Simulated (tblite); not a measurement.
C₇H₈O₃Si.
Z-matrix (Å and degrees, GFN2-xTB geometry), rows numbered from 1:
```
O 
C   1  1.1938
O   2  1.3240  1  128.56
C   3  1.3949  2  122.31  1     1.28
C   4  1.3887  3  116.24  2  -147.39
C   5  1.3829  4  119.09  3  -178.08
C   6  1.3820  5  120.63  4    -0.10
C   7  1.3934  6  120.04  5     0.21
O   8  1.3408  7  118.31  6   179.86
Si  9  1.6330  8  133.62  7   179.13
C   4  1.3842  3  122.66  2    34.89
H   2  1.1050  1  124.00  3  -179.04
H   5  1.0777  4  119.34  3     1.92
H   6  1.0792  5  119.62  4  -179.92
H   7  1.0786  6  121.11  5  -179.78
H  10  1.4614  9  111.05  8   -58.34
H  10  1.4536  9   98.43  8  -177.89
H  10  1.4647  9  110.14  8    63.43
H  11  1.0771  4  121.13  3    -2.26
```

Computed with GFN2-xTB (tblite): harmonic, unscaled wavenumbers at the GFN2-xTB geometry, gas phase. This tight-binding method is rough: wavenumbers can miss measured ones by several per cent, in bad cases by 10 to 20. Modes of hydrogen on silicon can be 10 to 20 % off. One conformer, not necessarily the lowest.

Harmonic wavenumbers (cm⁻¹): 26.7, 58.4, 89.8, 115.9, 149.8, 196.8, 234.1, 288.1, 344.6, 395.6, 431.8, 471.1, 482.7, 586.1, 603.2, 634.8, 650.6, 676.4, 755.3, 765.6, 801.8, 802.3, 817.3, 855.6, 857.3, 883.9, 922.1, 933.6, 979.1, 1017.4, 1108.2, 1120.7, 1159.4, 1175.0, 1251.9, 1295.0, 1321.5, 1365.6, 1438.8, 1463.0, 1576.5, 1593.8, 1787.9, 2242.2, 2279.9, 2351.1, 2812.7, 3093.5, 3108.8, 3116.6, 3127.1.

A = 1290, B = 724.7, C = 476.6 MHz; mass 168.024 u (most abundant isotopes); point group C1, symmetry number 1.

Q: What is the zero-point energy?

A: ½Σν̃ = 28308 cm⁻¹ = 80.94 kcal/mol.

Q: What is S at 200 K and 1 bar for an ideal gas of classical rigid rotors and harmonic oscillators?

A: Translation 39.31, rotation 29.77, vibration 22.78: S = 91.9 cal/(mol K).

Q: And Cp and H(200 K) − H(0)?

A: Cp = 31.43 cal/(mol K), of which vibrations give 23.48 (their classical limit is 51 R = 101.3); H(200 K) − H(0) = 3.96 kcal/mol without the zero-point energy, 2.37 from vibrations.

Q: What must be added to the electronic energy to get the Gibbs energy at 200 K and 1 bar?

A: ZPE + [H(200 K) − H(0)] − T·S = 80.94 + 3.96 − 18.37 = 66.53 kcal/mol.

Q: How do the functions run with temperature in this model?

A: 
| T (K) | S (cal/(mol K)) | Cp (cal/(mol K)) | H − H(0) (kcal/mol) | G − H(0) (kcal/mol) | ln q(vib) |
| --- | --- | --- | --- | --- | --- |
| 100 | 74.6 | 20.0 | 1.40 | -6.06 | 2.49 |
| 300 | 106.9 | 43.8 | 7.72 | -24.36 | 8.48 |
| 500 | 134.3 | 63.5 | 18.58 | -48.55 | 14.43 |
| 800 | 168.3 | 80.7 | 40.49 | -94.12 | 22.90 |
| 1000 | 187.1 | 87.6 | 57.36 | -129.69 | 28.07 |

q(vib) and H(0) count from the zero-point level.

Q: Which modes carry the vibrational entropy at 200 K?

A: 26.7 cm⁻¹: 5.27; 58.4 cm⁻¹: 3.73; 89.8 cm⁻¹: 2.89; 115.9 cm⁻¹: 2.41; 149.8 cm⁻¹: 1.93; 196.8 cm⁻¹: 1.45 cal/(mol K); the other 45 give 5.11 together.

Q: Blend soft modes into free rotors: weight 1/[1 + (100 cm⁻¹/ν̃)⁴] for the oscillator and the rest for a rotor with moment μB/(μ + B), μ = h/(8π²ν), B = 10⁻⁴⁴ kg m². What vibrational entropy results?

A: 20.48 cal/(mol K) in place of 22.78, which changes −T·S at 200 K by +0.46 kcal/mol.

Hindered rotation and anharmonicity are outside this model. Other conformers, if any are populated, would add a mixing term that is left out. The structure is chiral; the term R ln 2 for an equal mix with its mirror image is left out.

Hardware: an Arm Neoverse V1 with one thread, shared host with 32 logical CPUs at a one-minute load of 16. Cost: 0.89 s. This covers the Hessian and the dipole derivatives.
